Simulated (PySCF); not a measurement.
PySCF job for Cd(OMe)(SeH) (CH4CdOSe), SMILES C[O][Cd][SeH], TDA-M06-2X/def2-SVPD. The structure is a stationary point at B3LYP-D3(BJ)/def2-SVP. The def2 effective core potentials stand for the cores of Cd; spin–orbit coupling is left out. One conformer was computed; it need not be the lowest.

```python
import numpy as np
from pyscf import gto, scf, dft, tdscf

mol = gto.M(
    atom='''
    Cd    0.20014753   -0.08531270   -0.39168177
    O     0.96696091   -0.66491247   -2.13057861
    C     0.76072468   -1.92945453   -2.69473349
    H    -0.30443868   -2.15249096   -2.91690823
    H     1.30130183   -1.98226610   -3.65966593
    H     1.14329212   -2.76579028   -2.07202645
    Se   -0.65170228    0.78310977    1.75172066
    H    -1.88939426    1.26585173    1.10385310
    ''',
    basis='def2-SVPD',
    ecp={'Cd': 'def2-svp'},
    charge=0,
    spin=0,
    max_memory=1600,
    verbose=4,
)
mf = dft.RKS(mol, xc='m06-2x').density_fit(auxbasis='def2-universal-jkfit')
mf.grids.level = 4
mf.conv_tol = 1e-9
mf.max_cycle = 100
mf.kernel()
mf.grids = dft.Grids(mol).set(level=2).build(with_non0tab=True)  # coarser grid for the response kernel
td = tdscf.TDA(mf)
td.singlet = True
td.nstates = 10
td.conv_tol = 1e-4
td.positive_eig_threshold = 1e-6
td.kernel(x0=td.get_init_guess(mf, 15))
td.analyze()
tt = tdscf.TDA(mf)
tt.singlet = False
tt.nstates = 4
tt.conv_tol = 1e-4
tt.positive_eig_threshold = 1e-6
tt.kernel(x0=tt.get_init_guess(mf, 9))
tt.analyze(verbose=3)
```

Log of the run:

```
PySCF version 2.14.0

[INPUT] verbose = 4
[INPUT] num. atoms = 8
[INPUT] num. electrons = 72
[INPUT] charge = 0
[INPUT] spin (= nelec alpha-beta = 2S) = 0
[INPUT] symmetry False subgroup None
[INPUT] Mole.unit = angstrom
[INPUT] Symbol           X                Y                Z      unit          X                Y                Z       unit  Magmom
[INPUT]  1 Cd     0.200147530000  -0.085312700000  -0.391681770000 AA    0.378224016208  -0.161217637947  -0.740171273285 Bohr   0.0
[INPUT]  2 O      0.966960910000  -0.664912470000  -2.130578610000 AA    1.827291293060  -1.256502465108  -4.026210059757 Bohr   0.0
[INPUT]  3 C      0.760724680000  -1.929454530000  -2.694733490000 AA    1.437561301397  -3.646140631501  -5.092308274793 Bohr   0.0
[INPUT]  4 H     -0.304438680000  -2.152490960000  -2.916908230000 AA   -0.575305726924  -4.067618400002  -5.512157685190 Bohr   0.0
[INPUT]  5 H      1.301301830000  -1.982266100000  -3.659665930000 AA    2.459104064095  -3.745940035010  -6.915766315102 Bohr   0.0
[INPUT]  6 H      1.143292120000  -2.765790280000  -2.072026450000 AA    2.160508987173  -5.226586147184  -3.915562513355 Bohr   0.0
[INPUT]  7 Se    -0.651702280000   0.783109770000   1.751720660000 AA   -1.231538823955   1.479862990771   3.310272294142 Bohr   0.0
[INPUT]  8 H     -1.889394260000   1.265851730000   1.103853100000 AA   -3.570437692725   2.392113084007   2.085980040752 Bohr   0.0

nuclear repulsion = 331.808154212985
number of shells = 60
number of NR pGTOs = 246
number of NR cGTOs = 150
basis = def2-SVPD
ecp = {'Cd': 'def2-svp'}


[settings echo left out]
init E= -2669.52776776575
  HOMO = -0.616029897309672  LUMO = -0.561758325532278  gap/eV = 1.47680
cycle= 1 E= -2683.39999513428  delta_E= -13.9  |g|= 2.08  |ddm|= 6.47
  HOMO = 0.0213845465336443  LUMO = 0.0357157942809416  gap/eV = 0.38997
cycle= 2 E= -2655.4703517549  delta_E= 27.9  |g|= 8.48  |ddm|= 23.6
  HOMO = -0.303905064676896  LUMO = -0.0996100480117644  gap/eV = 5.55915
cycle= 3 E= -2684.46955915552  delta_E=  -29  |g|= 0.619  |ddm|=   23
  HOMO = -0.28715355927427  LUMO = -0.0345526100836204  gap/eV = 6.87362
cycle= 4 E= -2684.47434100602  delta_E= -0.00478  |g|= 0.707  |ddm|= 1.61
  HOMO = -0.292651102523289  LUMO = -0.0288063589647573  gap/eV = 7.17958
cycle= 5 E= -2684.56660095047  delta_E= -0.0923  |g|= 0.0366  |ddm|= 0.495
  HOMO = -0.301001939391997  LUMO = -0.0377671507386042  gap/eV = 7.16298
cycle= 6 E= -2684.56697284417  delta_E= -0.000372  |g|= 0.0206  |ddm|= 0.101
  HOMO = -0.298929403994164  LUMO = -0.0377130093790926  gap/eV = 7.10806
cycle= 7 E= -2684.56705951547  delta_E= -8.67e-05  |g|= 0.00452  |ddm|= 0.0318
  HOMO = -0.299062212008484  LUMO = -0.0379355137965609  gap/eV = 7.10562
cycle= 8 E= -2684.56706938014  delta_E= -9.86e-06  |g|= 0.00108  |ddm|= 0.0159
  HOMO = -0.299084375270772  LUMO = -0.0379390009796833  gap/eV = 7.10613
cycle= 9 E= -2684.56706991574  delta_E= -5.36e-07  |g|= 0.000328  |ddm|= 0.00316
  HOMO = -0.299094988051014  LUMO = -0.0379288703505758  gap/eV = 7.10669
cycle= 10 E= -2684.56706997464  delta_E= -5.89e-08  |g|= 0.000113  |ddm|= 0.000985
  HOMO = -0.299081238787917  LUMO = -0.0379214353461958  gap/eV = 7.10652
cycle= 11 E= -2684.5670699808  delta_E= -6.15e-09  |g|= 2.97e-05  |ddm|= 0.000285
  HOMO = -0.29908214061294  LUMO = -0.0379240049441186  gap/eV = 7.10647
cycle= 12 E= -2684.56706998125  delta_E= -4.56e-10  |g|= 1.29e-05  |ddm|= 6.54e-05
  HOMO = -0.29908422121098  LUMO = -0.0379236970450729  gap/eV = 7.10654
Extra cycle  E= -2684.5670699813  delta_E= -5.32e-11  |g|= 1.11e-05  |ddm|= 3.49e-05
converged SCF energy = -2684.5670699813
tot grids = 71384
Overwritten attributes  positive_eig_threshold  of <class 'pyscf.tdscf.rks.TDA'>


******** <class 'pyscf.tdscf.rks.TDA'> for <class 'pyscf.df.df_jk.DFRKS'> ********
nstates = 10 singlet
deg_eia_thresh = 1.000e-03
wfnsym = None
conv_tol = 0.0001
eigh lindep = 1e-12
eigh level_shift = 0
eigh max_cycle = 100


Excitation energies (eV)
[4.29900673 4.5459265  5.17169537 5.21921815 5.69978291 5.74462009
 5.96502969 6.05435535 6.13599946 6.33871342]

** Singlet excitation energies and oscillator strengths **
Excited State   1:      4.29901 eV    288.40 nm  f=0.0287
      36 -> 37       -0.69192
Excited State   2:      4.54593 eV    272.74 nm  f=0.0041
      35 -> 37        0.67846
      35 -> 40       -0.10792
Excited State   3:      5.17170 eV    239.74 nm  f=0.0022
      36 -> 38       -0.65020
      36 -> 40       -0.23338
Excited State   4:      5.21922 eV    237.55 nm  f=0.1153
      34 -> 37       -0.61166
      35 -> 38        0.24835
      36 -> 39        0.14189
Excited State   5:      5.69978 eV    217.52 nm  f=0.0100
      33 -> 37        0.29104
      35 -> 38       -0.13897
      36 -> 38        0.11404
      36 -> 39        0.53969
      36 -> 40       -0.24308
      36 -> 41       -0.10619
Excited State   6:      5.74462 eV    215.83 nm  f=0.0048
      33 -> 37       -0.15250
      36 -> 38        0.22413
      36 -> 39       -0.23513
      36 -> 40       -0.54390
      36 -> 41       -0.19791
Excited State   7:      5.96503 eV    207.85 nm  f=0.0001
      34 -> 38        0.67770
Excited State   8:      6.05436 eV    204.79 nm  f=0.0036
      35 -> 39        0.68764
Excited State   9:      6.13600 eV    202.06 nm  f=0.1055
      33 -> 37        0.17166
      34 -> 37        0.19293
      34 -> 38        0.10047
      34 -> 39       -0.28258
      35 -> 38        0.55069
Excited State  10:      6.33871 eV    195.60 nm  f=0.0505
      34 -> 37        0.13558
      34 -> 39        0.61956
      35 -> 38        0.26400

** Transition electric dipole moments (AU) **
state          X           Y           Z        Dip. S.      Osc.
  1        -0.1753     -0.4913     -0.0249      0.2728      0.0287
  2         0.1536     -0.0986      0.0611      0.0370      0.0041
  3        -0.0365     -0.1242     -0.0246      0.0174      0.0022
  4         0.3920     -0.2332     -0.8329      0.9017      0.1153
  5        -0.1935     -0.1460      0.1128      0.0715      0.0100
  6        -0.0435     -0.1781      0.0284      0.0344      0.0048
  7         0.0249      0.0196     -0.0001      0.0010      0.0001
  8        -0.1274      0.0342     -0.0823      0.0242      0.0036
  9        -0.2466      0.3960      0.6958      0.7018      0.1055
 10        -0.0908      0.3652      0.4282      0.3249      0.0505

WARN: ECP detected. Skipping calculation of transition velocity and magnetic dipole moments, which have not yet been implemented.



******** <class 'pyscf.tdscf.rks.TDA'> for <class 'pyscf.df.df_jk.DFRKS'> ********
nstates = 4 triplet
deg_eia_thresh = 1.000e-03
wfnsym = None
conv_tol = 0.0001
eigh lindep = 1e-12
eigh level_shift = 0
eigh max_cycle = 100


Excitation energies (eV)
[3.99814086 4.23101885 4.38187935 4.94902747]

** Triplet excitation energies and oscillator strengths **
Excited State   1:      3.99814 eV    310.10 nm  f=0.0000
Excited State   2:      4.23102 eV    293.04 nm  f=0.0000
Excited State   3:      4.38188 eV    282.95 nm  f=0.0000
Excited State   4:      4.94903 eV    250.52 nm  f=0.0000
```

Self-consistency was reached.
